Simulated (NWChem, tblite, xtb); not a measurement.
A ladder of methods for CH5BrOSn (SMILES C[O][SnH2][Br])

The species is CH5BrOSn (9 atoms), meant as a singlet with charge 0. SMILES: `C[O][SnH2][Br]`. Geometry: relaxed at PBE0-D4/def2-TZVP. This is one conformer, not always the lowest.

```
atom    x (Å)    y (Å)    z (Å)
   C  -0.6681   0.0064  -1.3131
   O   0.2922  -0.7314  -0.5945
  Sn   0.6689  -0.3009   1.2705
  Br   1.3882   2.0722   1.3162
   H  -0.3895   1.0629  -1.4095
   H  -0.7368  -0.4198  -2.3173
   H  -1.6653  -0.0460  -0.8550
   H   1.9679  -1.2957   1.7075
   H  -0.7691  -0.3943   2.1783
```

Each level gives the dipole moment (D). The values are calculated.

| level | kind | program | value (D) |
| --- | --- | --- | --- |
| GFN2-xTB | semi-empirical | tblite | 4.03 |
| GFN1-xTB | semi-empirical | tblite | 2.66 |
| GFN0-xTB | semi-empirical | xtb | 1.22 |
| IPEA1-xTB | semi-empirical | tblite | 2.63 |
| HF/STO-3G | Hartree–Fock | NWChem | 2.48 |
| HF/3-21G | Hartree–Fock | NWChem | 2.55 |
| SVWN5/def2-SVPD (core potential) | LDA | NWChem | 1.81 |
| M06-2X/def2-TZVP (core potential) | hybrid meta-GGA | NWChem | 1.91 |
| CAM-B3LYP/def2-SVP (core potential) | range-separated hybrid | NWChem | 1.86 |

All-electron rows without a relativistic Hamiltonian named are non-relativistic, while core potentials hold scalar relativity, so basis and relativity change together. The values span 1.22 to 4.03 D. Sets without polarisation functions give poor dipoles.
